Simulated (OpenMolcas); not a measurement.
Computed levels of 2s² 2p in ions with 5 electrons, in cm-1 above ²P°_1/2.

```yaml
Program: OpenMolcas
Method: MS-CASPT2, IPEA 0.25 Eh, imaginary shift 0.1 Eh
Basis: ANO-R2
Scalar_Hamiltonian: X2C, finite nucleus
Spin-orbit_coupling: RASSI with atomic mean-field integrals over the reference wave functions, term energies averaged over their components
```

Active space for each ion: 3 electrons in 8 orbitals (2s 2p 3s 3p); closed shells correlated by CASPT2: 1s.

```csv
Level,C+,O3+
²P°_3/2,58.4,374
```

**Question.** Estimate ²P°_3/2 for N2+ from its neighbours C+ and O3+.

**Answer.** ²P°_3/2 is fine structure, which grows about as the fourth power of a screened charge, so the fourth roots are averaged: ((58.4^0.25 + 374^0.25) / 2)^4 = 164. The calculation gives 168, so the estimate is off by -2.4 %; the measured value is 174 (Moore, Selected Tables of Atomic Spectra, NSRDS-NBS 3, section 5).

The run also gave levels led by 2s² 3p, which use shells meant for correlation; these and all levels above them are left out (holds for C+). Active for correlation alone: 3p 3s; no level in the range computed is led by a configuration that fills them, so any true level of that kind is missing (holds for N2+; O3+). Measured partners are found by configuration, term and J. A level has none where our copy of the source lacks it or the pairing is in doubt (some pairs that miss far off the trend of their configuration count as doubtful), and it then counts in no deviation. Levels of configurations outside the active space are missing.

° marks odd parity.
